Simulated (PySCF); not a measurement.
Cost against size for one kind of job: PBE0-D3(BJ)/def2-SVP geometry optimisation, gas phase in PySCF; work: geometry optimisation from a GFN2-xTB start. Hardware: one thread of an Arm Neoverse V2, shared host. Other jobs ran on the host; a repeat could differ by tens of per cent or more.

```json
{"species (SMILES)": "[NH2][Fe][NH2] (quintet state)", "atoms": "7", "electrons": "44", "basis functions": "79", "SCF cycles": "123", "gradient evaluations": "9", "wall time": "?"}
{"species (SMILES)": "[S]=[Ta]([Cl])([Cl])[Cl]", "atoms": "5", "electrons": "140", "basis functions": "104", "SCF cycles": "128", "gradient evaluations": "20", "wall time": "2.1 min"}
{"species (SMILES)": "C[O][Ge@@H]([PH2])[N](C)C", "atoms": "19", "electrons": "92", "basis functions": "180", "SCF cycles": "84", "gradient evaluations": "13", "wall time": "?"}
{"species (SMILES)": "C[C@@H]1CCCC[C@H]1C", "atoms": "24", "electrons": "64", "basis functions": "192", "SCF cycles": "24", "gradient evaluations": "4", "wall time": "72 s"}
{"species (SMILES)": "CCc1cccc2cscc12", "atoms": "21", "electrons": "86", "basis functions": "208", "SCF cycles": "35", "gradient evaluations": "5", "wall time": "2.0 min"}
```

Question: Estimate the withheld figures.

Answer: `[NH2][Fe][NH2]`: 31 s; `C[O][Ge@@H]([PH2])[N](C)C`: 4.4 min.

Question: With all rows, how does the wall time grow with the number of basis functions N?

Answer: A straight line through log(time) against log(N) has slope 1.1 between N = 79 and 208, and the rows scatter about it by a factor of about 2.1 (standard error of the fit). This is a fit to these rows, whose iteration counts differ, not the method's formal scaling.

Question: Which species took longest, and how many times the shortest run?

Answer: `C[O][Ge@@H]([PH2])[N](C)C`, at 4.4 min: about 8.5 times the shortest (31 s).
